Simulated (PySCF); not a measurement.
**SMILES ClC1=CC=C2C=CC=C12, C8H5Cl**

Cartesian coordinates in Å; atom numbers follow the order of the lines, from 1:
```xyz
14

Cl    2.143    2.541   -0.363
C     1.479    0.972   -0.212
C     2.138   -0.202   -0.233
C     1.148   -1.298   -0.064
C    -0.079   -0.753    0.055
C    -1.507   -1.046    0.231
C    -2.153    0.138    0.241
C    -1.169    1.244    0.074
C     0.050    0.688   -0.031
H     3.205   -0.335   -0.350
H     1.413   -2.350   -0.046
H    -1.954   -2.026    0.333
H    -3.220    0.287    0.352
H    -1.423    2.297    0.044
```

Method used: UKS BHandHLYP/def2-SV(P) four-point reorganisation energy, gas phase (PySCF). Geometry: BHandHLYP/def2-SV(P).

Problem. What is the inner reorganisation energy for electron transfer, with the electron affinity?

Solution. λ = 0.414 (surface of the reduced species) + 0.336 (surface of the starting species) = 0.750 eV. The electron affinity is 0.95 eV vertical and 1.37 eV adiabatic without zero-point energy; at the relaxed geometry of the reduced species the two energies differ by 1.70 eV. Largest bond changes: C7–C8 1.489 → 1.408 Å, C3–C4 1.487 → 1.409 Å, C8–C9 1.344 → 1.420 Å, C4–C5 1.348 → 1.421 Å, C6–C7 1.348 → 1.411 Å. ⟨S²⟩ of the relaxed reduced species 0.807.

The highest occupied orbital of the reduced species is unbound in this basis, so its energies are rough.
